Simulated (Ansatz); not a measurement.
Geometry optimisation, Ansatz 0.2.0, RKS r2SCANh-D4/def2-SVP.

Input:

```yaml
crystal:
  periodic: [false, false, false]
  atoms:
    - { symbol: Al, position_ang: [0.0, 0.0, 0.0] }
    - { symbol: Cl, position_ang: [0.0, 0.0, 2.58] }
    - { symbol: F, position_ang: [1.4635, 0.0, -0.845] }
    - { symbol: F, position_ang: [-1.4635, 0.0, -0.845] }
    - { symbol: S, position_ang: [0.107, -2.427, 0.8072] }
    - { symbol: H, position_ang: [-0.6505, -3.2374, -0.0469] }
    - { symbol: H, position_ang: [0.0643, -1.4595, 2.0709] }
basis:
  gaussian: { orbitals: def2-SVP }
hamiltonian:
  xc: r2scanh
  dispersion: d4
relax:
  f_tol: 0.15
  max_steps: 25
  restrain:
    - { distance: [0, 4], at: 3.46, k: 30.0 }
    - { distance: [6, 1], at: 2.57, k: 30.0 }
    - { distance: [0, 1], at: 2.23, k: 30.0 }
    - { distance: [6, 4], at: 1.4, k: 30.0 }
```

Launched with:

```bash
$ ansatz run input.yaml --threads 4 --pin off --max-ram 5120MiB --backend cpu --events-out ev --progress --plain --runs-dir out
```

Question: Where does it end, and by what steps?

Answer: The forces met the threshold. The restraints hold the end off the free minimum; the threshold counts their pulls, which the force column leaves out. Restrained pairs: Al1–S5 (2.56 → 3.44 Å), Cl2–H7 (1.55 → 2.58 Å), Al1–Cl2 (2.58 → 2.18 Å), S5–H7 (1.59 → 1.38 Å). After 8 steps the energy has fallen by 1.853 eV (the restraints' own energy left out); H7 moved furthest, 0.78 Å.

```json
{"step": "0", "energy less start (eV)": "0.0000", "largest force component (eV/Å)": "3.326", "accepted": "yes"}
{"step": "1", "energy less start (eV)": "0.2838", "largest force component (eV/Å)": "2.859", "accepted": "yes"}
{"step": "2", "energy less start (eV)": "-0.1673", "largest force component (eV/Å)": "2.656", "accepted": "yes"}
{"step": "3", "energy less start (eV)": "-1.0724", "largest force component (eV/Å)": "1.961", "accepted": "yes"}
{"step": "4", "energy less start (eV)": "-1.6249", "largest force component (eV/Å)": "1.498", "accepted": "yes"}
{"step": "5", "energy less start (eV)": "-1.6909", "largest force component (eV/Å)": "1.460", "accepted": "yes"}
{"step": "6", "energy less start (eV)": "-1.7779", "largest force component (eV/Å)": "1.391", "accepted": "yes"}
{"step": "7", "energy less start (eV)": "-1.8422", "largest force component (eV/Å)": "1.406", "accepted": "yes"}
{"step": "8", "energy less start (eV)": "-1.8531", "largest force component (eV/Å)": "1.510", "accepted": "yes"}
```

```xyz
7
Properties=species:S:1:pos:R:3
Al 0.082 0.260 -0.034
Cl -0.097 0.343 2.140
F 1.499 0.673 -0.756
F -1.286 0.040 -0.918
S 0.283 -3.067 0.822
H -1.040 -3.157 0.578
H 0.080 -2.215 1.889
```

Time of the run: 12 s on 4 threads of Intel(R) Xeon(R) 6975P-C (Granite Rapids), on a shared host, peak memory 0.24 GiB.
